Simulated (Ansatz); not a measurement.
CO2Zn, relaxed with RKS PBE0-D4/def2-TZVP in Ansatz 0.2.0 from a PBE-D4/def2-SVP geometry. The force threshold is 0.005 eV/Å; the program also tests the step.

Charge 0, multiplicity 1. The bonds changed during the relaxation, so this is another structure than the one it started from.

Start:

```xyz
4

O    -0.096    0.044   -1.429
C    -0.670    0.192   -0.415
O    -1.263    0.346    0.588
Zn    2.029   -0.582    1.255
```

Task: By how much does the energy fall, and how many steps does the optimiser take? (Estimate.)

Result: The calculation gave: 1.24 kcal/mol, in 6 steps.

Task: Which bonds change most? (An estimate is asked.)

Result: Ansatz gave: O1–C2 from 1.175 to 1.157 Å; C2–O3 from 1.175 to 1.157 Å.

Task: Give the relaxed structure. (Estimate.)

Result: Computed: 
```xyz
4

O    -0.192    0.071   -1.467
C    -0.764    0.219   -0.473
O    -1.338    0.368    0.521
Zn    2.293   -0.658    1.420
```
